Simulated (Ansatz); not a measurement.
Start from `C[O][W]([F])([F])([F])([Cl])[O]C` and change one atom or group to get `C[O][W]([F])([F])([Cl])([Cl])[O]C`.

Ansatz, PBE0-D4/def2-TZVP geometries, multiplicity 1. Each molecule was computed in one conformer, which needn't be the lowest.

Elements past krypton have def2 core potentials.

```json
{"property": "HOMO–LUMO gap (PBE/def2-TZVPP) / eV", "`C[O][W]([F])([F])([F])([Cl])[O]C`": "3.61"}
{"property": "size of the dipole moment (B3LYP/def2-TZVPP) / D", "`C[O][W]([F])([F])([F])([Cl])[O]C`": "4.29"}
{"property": "HOMO energy (ωB97M-V/def2-TZVPP) / eV", "`C[O][W]([F])([F])([F])([Cl])[O]C`": "-11.12"}
{"property": "HOMO–LUMO gap (PBE0/def2-TZVPP) / eV", "`C[O][W]([F])([F])([F])([Cl])[O]C`": "5.66"}
{"property": "HOMO energy (PBE0/def2-TZVPP) / eV", "`C[O][W]([F])([F])([F])([Cl])[O]C`": "-8.84"}
{"property": "HOMO energy (PBE/def2-TZVPP) / eV", "`C[O][W]([F])([F])([F])([Cl])[O]C`": "-7.36"}
```

**Question.** What does the change do to each property? (Estimate.)

**Answer.** The calculation gave: 
```tsv
property	`C[O][W]([F])([F])([Cl])([Cl])[O]C`	shift
HOMO–LUMO gap (PBE/def2-TZVPP) / eV	3.04	-0.57
size of the dipole moment (B3LYP/def2-TZVPP) / D	4.29	0.00
HOMO energy (ωB97M-V/def2-TZVPP) / eV	-10.76	0.36
HOMO–LUMO gap (PBE0/def2-TZVPP) / eV	4.97	-0.69
HOMO energy (PBE0/def2-TZVPP) / eV	-8.54	0.30
HOMO energy (PBE/def2-TZVPP) / eV	-7.13	0.23
```

With PBE0 the HOMO rises by 0.30 eV and the LUMO falls by 0.37 eV, so the gap narrows by about 0.67 eV. PBE moves the HOMO by 0.23 eV and ωB97M-V by 0.36 eV. Dipoles are sizes alone; their direction can turn.

B3LYP here is the variant with VWN-RPA as its local correlation; programs differ in this.
